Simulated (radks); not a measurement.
Q: All-electron atom: K3+ in [He] 2s2 2p(1/2: 2, 3/2: 3) 3s2 3p(1/2: 2, 3/2: 3) (not the ground configuration). Calculated with a radial shooting solver on a logarithmic mesh with Libxc functionals: Dirac Kohn-Sham, relativistic LDA (MacDonald-Vosko exchange, VWN5 correlation), spin-unpolarised, spherical densities, finite nucleus; Fermi nuclear charge, rms radius 3.4349 fm. Some entries of the table are withheld. Estimate them.

orbital,occ.,eigenvalue (hartree),<r^2> (bohr^2)
1s1/2,2,-132.0790,(1)
2s1/2,2,-15.47259,0.1725
2p1/2,2,-13.01846,0.1428
2p3/2,3,-12.90663,0.1447
3s1/2,2,(2),1.539
3p1/2,2,-2.17140,(3)
3p3/2,3,-2.15753,(4)

A: 
(1) 1s1/2 <r^2> (bohr^2): 0.008885
(2) 3s1/2 eigenvalue (hartree): -2.81298
(3) 3p1/2 <r^2> (bohr^2): 1.748
(4) 3p3/2 <r^2> (bohr^2): 1.765
